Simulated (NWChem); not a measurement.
System: CH6BNO; SMILES NB(O)C

NWChem input:

```
start job
memory heap 200 mb stack 900 mb global 1100 mb
geometry units angstroms noautosym nocenter noautoz
  B     -0.014638     0.073511     0.004356
  C      0.127774    -1.506002     0.000568
  H      1.171284    -1.854185    -0.018880
  H     -0.382333    -1.943884    -0.874541
  H     -0.349687    -1.945063     0.893336
  O     -1.247656     0.686116     0.024725
  H     -1.968567     0.052963     0.036578
  N      1.108752     0.919554    -0.012323
  H      1.020138     1.926898    -0.012417
  H      2.058578     0.581574    -0.031233
end
basis spherical
  * library def2-svpd
end
dft
  xc pbe0
  iterations 150
end
property
  response 1 0.0
end
task dft property
```

Output (shortened):

```
             Northwest Computational Chemistry Package (NWChem) 7.3.0
             --------------------------------------------------------

                             Geometry "geometry" -> ""
                             -------------------------

 Output coordinates in angstroms (scale by  1.889725989 to convert to a.u.)

  No.       Tag          Charge          X              Y              Z
 ---- ---------------- ---------- -------------- -------------- --------------
    1 B                    5.0000    -0.01463800     0.07351100     0.00435600
    2 C                    6.0000     0.12777400    -1.50600200     0.00056800
    3 H                    1.0000     1.17128400    -1.85418500    -0.01888000
    4 H                    1.0000    -0.38233300    -1.94388400    -0.87454100
    5 H                    1.0000    -0.34968700    -1.94506300     0.89333600
    6 O                    8.0000    -1.24765600     0.68611600     0.02472500
    7 H                    1.0000    -1.96856700     0.05296300     0.03657800
    8 N                    7.0000     1.10875200     0.91955400    -0.01232300
    9 H                    1.0000     1.02013800     1.92689800    -0.01241700
   10 H                    1.0000     2.05857800     0.58157400    -0.03123300

 Effective nuclear repulsion energy (a.u.)     115.0228749822

                              NWChem Property Module
                              ----------------------

                                 NWChem DFT Module
                                 -----------------

 Summary of "ao basis" -> "ao basis" (spherical)
 ------------------------------------------------------------------------------
       Tag                 Description            Shells   Functions and Types
 ---------------- ------------------------------  ------  ---------------------
 B                         def2-svpd                 8       20   4s2p2d
 C                         def2-svpd                 8       20   4s2p2d
 H                         def2-svpd                 4        8   2s2p
 O                         def2-svpd                 9       23   4s3p2d
 N                         def2-svpd                 8       20   4s2p2d

            General Information
            -------------------
          SCF calculation type: DFT
          Wavefunction type:  closed shell.
          No. of atoms     :    10
          No. of electrons :    32
           Alpha electrons :    16
            Beta electrons :    16
          Charge           :     0
          Spin multiplicity:     1
          Use of symmetry is: off; symmetry adaption is: off
          Maximum number of iterations: 150
          AO basis - number of functions:   131
                     number of shells:    57
          Convergence on energy requested:  1.00D-06
          Convergence on density requested:  1.00D-05
          Convergence on gradient requested:  5.00D-04

              XC Information
              --------------
                         PBE0 Method XC Functional
                     Hartree-Fock (Exact) Exchange  0.250
          PerdewBurkeErnzerhof Exchange Functional  0.750
            Perdew 1991 LDA Correlation Functional  1.000 local
           PerdewBurkeErnz. Correlation Functional  1.000 non-local

             Grid Information
             ----------------
          Grid used for XC integration:  medium
          Radial quadrature: Mura-Knowles
          Angular quadrature: Lebedev.
          Tag              B.-S. Rad. Rad. Pts. Rad. Cut. Ang. Pts.
          ---              ---------- --------- --------- ---------
          B                   0.85       49           9.0       434
          C                   0.70       49          10.0       434
          H                   0.35       45          11.0       434
          O                   0.60       49          10.0       434
          N                   0.65       49          10.0       434
          Grid pruning is: on
          Number of quadrature shells:   466
          Spatial weights used:  Erf1

      Superposition of Atomic Density Guess
      -------------------------------------

 Sum of atomic energies:        -194.06369142

      Non-variational initial energy
      ------------------------------

 Total energy =    -196.255681
 1-e energy   =    -489.478923
 2-e energy   =     178.200367
 HOMO         =      -0.376111
 LUMO         =       0.025134

   convergence    iter        energy       DeltaE   RMS-Dens  Diis-err
 ---------------- ----- ----------------- --------- --------- ---------
 d= 0,ls=0.0,diis     1   -196.2245974644 -3.11D+02  1.30D-02  6.44D-01
 d= 0,ls=0.0,diis     2   -196.2179228657  6.67D-03  4.50D-03  8.38D-01
 d= 0,ls=0.0,diis     3   -196.2964247868 -7.85D-02  8.98D-04  2.84D-02
 d= 0,ls=0.0,diis     4   -196.2986836008 -2.26D-03  3.48D-04  3.91D-03
 d= 0,ls=0.0,diis     5   -196.2990959648 -4.12D-04  9.34D-05  2.02D-04
  Resetting Diis
 d= 0,ls=0.0,diis     6   -196.2991157501 -1.98D-05  2.30D-05  1.26D-05
 d= 0,ls=0.0,diis     7   -196.2991172322 -1.48D-06  1.14D-05  8.67D-07
 d= 0,ls=0.0,diis     8   -196.2991171845  4.76D-08  5.91D-06  1.27D-06

         Total DFT energy =     -196.299117184545
      One electron energy =     -494.138175976419
           Coulomb energy =      209.840903032503
    Exchange-Corr. energy =      -27.024719222796
 Nuclear repulsion energy =      115.022874982168

 Numeric. integr. density =       32.000015070172

                       DFT Final Molecular Orbital Analysis
                       ------------------------------------

 Vector   14  Occ=2.000000D+00  E=-3.603626D-01
              MO Center= -7.3D-01,  8.3D-02,  1.6D-02, r^2= 2.4D+00
   Bfn.  Coefficient  Atom+Function         Bfn.  Coefficient  Atom+Function
  ----- ------------  ---------------      ----- ------------  ---------------
    71      0.493189   6 O  pz               74      0.339567   6 O  pz
    27     -0.213542   2 C  pz               49      0.167759   4 H  s
    57     -0.168023   5 H  s                 7     -0.165383   1 B  pz
   102     -0.150181   8 N  pz               30     -0.118038   2 C  pz
   105      0.101203   8 N  pz               77      0.067837   6 O  pz

 Vector   15  Occ=2.000000D+00  E=-3.280318D-01
              MO Center= -2.9D-01, -3.7D-01,  8.6D-03, r^2= 2.6D+00
   Bfn.  Coefficient  Atom+Function         Bfn.  Coefficient  Atom+Function
  ----- ------------  ---------------      ----- ------------  ---------------
    99      0.508288   8 N  s                26      0.374951   2 C  py
    70      0.352553   6 O  py                6      0.330961   1 B  py
    73      0.212613   6 O  py                3     -0.201317   1 B  s
    29      0.188615   2 C  py                9     -0.139625   1 B  py
    67      0.139776   6 O  s                68      0.135866   6 O  s

 Vector   16  Occ=2.000000D+00  E=-2.815684D-01
              MO Center=  6.7D-01,  8.1D-01, -4.8D-03, r^2= 1.8D+00
   Bfn.  Coefficient  Atom+Function         Bfn.  Coefficient  Atom+Function
  ----- ------------  ---------------      ----- ------------  ---------------
   102      0.523839   8 N  pz              105     -0.368251   8 N  pz
    71      0.276494   6 O  pz               74      0.199776   6 O  pz
     7      0.117989   1 B  pz               10     -0.067058   1 B  pz
    19      0.064571   1 B  d  1             50     -0.056019   4 H  s
    58      0.056044   5 H  s                14      0.040946   1 B  d  1

 Vector   17  Occ=0.000000D+00  E= 6.531799D-03
              MO Center= -2.8D-01, -7.2D-02,  7.4D-03, r^2= 1.1D+01
   Bfn.  Coefficient  Atom+Function         Bfn.  Coefficient  Atom+Function
  ----- ------------  ---------------      ----- ------------  ---------------
    99      4.928776   8 N  s                 4     -4.090747   1 B  s
     3     -2.831419   1 B  s                68      2.695597   6 O  s
   125     -1.061547  10 H  s                 9     -1.013230   1 B  py
    24      0.954136   2 C  s               117     -0.760869   9 H  s
    18      0.645693   1 B  d  0             75      0.582804   6 O  px

 Vector   18  Occ=0.000000D+00  E= 5.021484D-02
              MO Center= -2.1D-01,  4.3D-01,  5.8D-03, r^2= 1.1D+01
   Bfn.  Coefficient  Atom+Function         Bfn.  Coefficient  Atom+Function
  ----- ------------  ---------------      ----- ------------  ---------------
   125      2.133719  10 H  s                99     -1.861226   8 N  s
    75     -1.458123   6 O  px               68      1.336347   6 O  s
     4     -1.219790   1 B  s                20     -1.034503   1 B  d  2
    42      0.993024   3 H  s                50     -0.949861   4 H  s
    58     -0.948422   5 H  s                76     -0.872308   6 O  py

 Vector   19  Occ=0.000000D+00  E= 6.465929D-02
              MO Center=  5.6D-02, -9.8D-01,  3.8D-03, r^2= 1.2D+01
   Bfn.  Coefficient  Atom+Function         Bfn.  Coefficient  Atom+Function
  ----- ------------  ---------------      ----- ------------  ---------------
    24      5.760548   2 C  s                23      3.043852   2 C  s
    42     -2.444898   3 H  s                 3     -2.414188   1 B  s
     4     -2.110457   1 B  s                50     -1.407483   4 H  s
    58     -1.410582   5 H  s                68      1.185112   6 O  s
    75      1.014591   6 O  px               20      0.790948   1 B  d  2

     Multipole analysis of the density
     ---------------------------------

     L   x y z        total         alpha         beta         nuclear
     -   - - -        -----         -----         ----         -------
     0   0 0 0     -0.000000    -16.000000    -16.000000     32.000000

     1   1 0 0      0.226141      0.091449      0.091449      0.043243
     1   0 1 0     -0.268581     -0.205771     -0.205771      0.142962
     1   0 0 1     -0.006447     -0.125649     -0.125649      0.244852

     2   2 0 0    -15.270618    -64.685840    -64.685840    114.101062
     2   1 1 0      2.586538     -1.275956     -1.275956      5.138450
     2   1 0 1     -0.084856      0.835012      0.835012     -1.754880
     2   0 2 0    -18.762251    -77.899665    -77.899665    137.037079
     2   0 1 1     -0.050956     -0.043558     -0.043558      0.036160
     2   0 0 2    -19.926217    -12.769511    -12.769511      5.612805

 *** CALLING NEW AORESP DRIVER FOR CLOSED AND OPEN SHELLS ***
 Entering AOResponse driver routine

--------------------------------------------------------------------------------

          -----------------------------------------------
          Solving response equations for perturbing field
          -----------------------------------------------

 number of frequencies:     1
 frequency in a.u.:  0.0000000E+00
 Perturbing field: electric
 Using El. Dipole Length Gauge

 Setting up CPKS with frequency omega =      0.00000000 a.u.

 STATIC response

                                NWChem CPHF Module
                                ------------------

  scftype          =     RHF
  nclosed          =       16
  nopen            =        0
  variables        =     1840
  # of vectors     =        3
  tolerance        = 0.10D-03
  level shift      = 0.00D+00
  max iterations   =       50
  max subspace     =       30

 SCF residual:    1.6792951701026726E-004

Iterative solution of linear equations
  No. of variables     1840
  No. of equations        3
  Maximum subspace       30
        Iterations       50
       Convergence  1.0D-04

   iter   nsub   residual    time
   ----  ------  --------  ---------
     1      3    1.58D+00      39.4
     2      6    1.16D+00      48.6
     3      9    3.09D-01      55.9
     4     12    2.41D-02      63.3
     5     15    6.18D-03      70.8
     6     18    1.16D-03      78.1
     7     21    2.44D-04      85.4
     8     24    1.25D-05      96.2

 Electric Dipole Response Matrix (nonzero elements):

              1        2        3
    1   44.3566   2.3902  -0.1662
    2    2.3902  44.7478  -0.0288
    3   -0.1662  -0.0288  33.8534

 ------------------------------------------
 average:        40.98593 + I       0.00000

 DFT Linear Response polarizability / au
 Frequency  =       0.0000000 / au
              X              Y              Z
 -----------------------------------------------
 X      44.3565709      2.3901920     -0.1662004
 Y       2.3901813     44.7477804     -0.0288386
 Z      -0.1662019     -0.0288405     33.8534323
 -----------------------------------------------
 Eigenvalues =      42.1552626     46.9517258     33.8507952
 Isotropic   =      40.9859279
 Anisotropic =      11.4805187
 -----------------------------------------------

 Magnetic Dipole Response Matrix (nonzero elements):

 Exiting AOResponse driver routine
```

Level: PBE0/def2-SVPD. The geometry was optimised at PBE0/def2-SVP.
